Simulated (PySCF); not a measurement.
**HWO, quartet: molecular constants**

Method: UPBE0 in PySCF with W def2-TZVP with ECP60, O def2-TZVP, H def2-TZVP; scalar-relativistic core potentials, no spin–orbit coupling; density-fitted integrals.

The structure is a minimum.

```json
{
  "Point group": "Cs",
  "Bond lengths": "W–H 1.756 Å, W–O 1.684 Å",
  "Bond angles": "H–W–O 121.1°",
  "Heat capacity Cp at 298.15 K": "39.5 J/(mol K)",
  "Enthalpy at 298.15 K above 0 K": "10.50 kJ/mol",
  "Entropy at 298.15 K and 1 bar (electronic part: spin only)": "272.4 J/(mol K)",
  "Rotational constants": "7.648, 0.393, 0.3738 cm⁻¹",
  "Principal quadrupole moments (Buckingham, traceless) about the centre of mass": "-4.41, -0.28, 4.69 D Å",
  "Principal polarisabilities": "47.4, 48.0, 50.0 bohr³",
  "Atomisation energy without zero-point energy": "971 kJ/mol",
  "Dipole moment": "2.57 D",
  "Lowest empty level (α)": "-2.74 eV",
  "Zero-point energy": "20.7 kJ/mol",
  "Spin squared ⟨S²⟩": "3.778",
  "Highest occupied level (α)": "-5.97 eV",
  "Rotational symmetry number": "1"
}
```

Harmonic modes (masses in u: W 183.951, O 15.995, H 1.008):
| symmetry | ω (cm⁻¹) | IR (km/mol) |
| --- | --- | --- |
| a' | 553 | 22.1 |
| a' | 1031 | 162 |
| a' | 1869 | 174 |

Charges (e):
```tsv
atom	Mulliken	Löwdin	polar tensor	spin (Mulliken)	Mayer order to W1
W1	0.58	0.43	0.91	3.20	–
O2	-0.45	-0.27	-0.69	-0.14	2.24
H3	-0.13	-0.16	-0.22	-0.06	0.96
```

Mulliken populations on W1 (electrons outside its core potential): s 2.92, p 6.36, d 4.08, f 0.06.

This need not be the most stable arrangement of these atoms. With open d or f shells other occupations or spin states may lie lower. Spin–orbit coupling, left out here, can matter for elements this heavy.

The final relaxation and frequency run took 30 s on 2 threads of a shared Arm Neoverse V2 host, with 77 basis functions and 14 gradients; the process peaked at 0.75 GiB.
